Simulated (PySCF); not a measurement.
**Xenon: a sound run and one with changed settings**

Sound run: Xe [Xe], Xe⁺ [Kr] 4d10 5s2 5p5. All numbers are calculated (PySCF 2.14, scalar relativity through the core potential, in cc-pVDZ-PP with ECP28MDF (4s3p2d, 23 functions)). In the sound run the correlated levels freeze 4s2 4p6 4d10 outside the core potential. The sound run starts from symmetry-adapted Hartree-Fock orbitals and uses a fine grid where one is needed.

Changed run: all electrons correlated in a basis built for the valence shell.

```json
{"species": "Xe", "method": "MP2", "sound run (hartree)": "-328.39019", "changed run (hartree)": "-328.41320", "converged": "yes"}
{"species": "Xe⁺", "method": "MP2", "sound run (hartree)": "-327.94329", "changed run (hartree)": "-327.96485", "converged": "yes"}
```

Ionisation energy of Xe:

```tsv
method	sound run (eV)	changed run (eV)
UHF	11.590	11.590
MP2	12.161	12.200
SCS-MP2	12.095	12.116
```

A valence basis has no tight correlating functions, so it recovers only part of the core correlation, and not evenly between atom and ion.

For comparison, NIST gives 12.130 eV between the lowest levels.
